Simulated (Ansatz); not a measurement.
BrClTe (SMILES Cl[Te]Br), singlet, geometry from GFN2-xTB (all electrons, no relativity), with bond 3-1 at 1.8 times its length; CASSCF(4,3)/STO-3G in Ansatz (a program for electronic structure).

Here is a job for Ansatz.
Ansatz 0.2 input:
```yaml
crystal:
  periodic: [false, false, false]
  atoms:
    - {symbol: Te, position_ang: [0.24500412, 0.23500123, 0.79775214]}
    - {symbol: Cl, position_ang: [1.06541306, 1.80872383, -0.72118554]}
    - {symbol: Br, position_ang: [-1.78268971, -2.39780284, -2.14109663]}
basis:
  gaussian:
    orbitals: STO-3G
hamiltonian:
  xc: hf
magnetization: {spin_polarized: false}
correlation: {active_space: {window: {electrons: 4, orbitals: 3}}}
```

Question: Write the output that Ansatz gives for this input, abridged.

Answer: 
```
Functional definition: HF
546 factors; integrals over basis functions are off by at most 1.3e-5 eV
mean field evaluation 1: about -259761.3433 eV, gradient 9.4e0 eV
mean field evaluation 2: about -259761.3535 eV, gradient 9.4e0 eV
mean field evaluation 4: about -259759.9221 eV, gradient 5.2e0 eV
mean field evaluation 8: about -259761.6835 eV, gradient 6.3e0 eV
mean field evaluation 16: about -259765.7097 eV, gradient 1.7e-6 eV
mean field evaluation 32: about -259765.7097 eV, gradient 1.7e-6 eV
mean field evaluation 64: about -259765.7034 eV, gradient 1.9e-1 eV
mean field -259765.70969846 eV, -9546.2137558965 hartree, gradient 1.7e-6 eV, S^2 0.000000; 7 other end points of the search recorded, 0 dependent functions left out
reference -259765.70969846 eV, -9546.2137558965 hartree; 52, 52 occupied and 2, 2 virtual orbitals, 546 factors
state -259769.74245005 eV, -9546.3619567838 hartree
Total energy: -259769.74245005 eV, -9546.3619567838 hartree
```
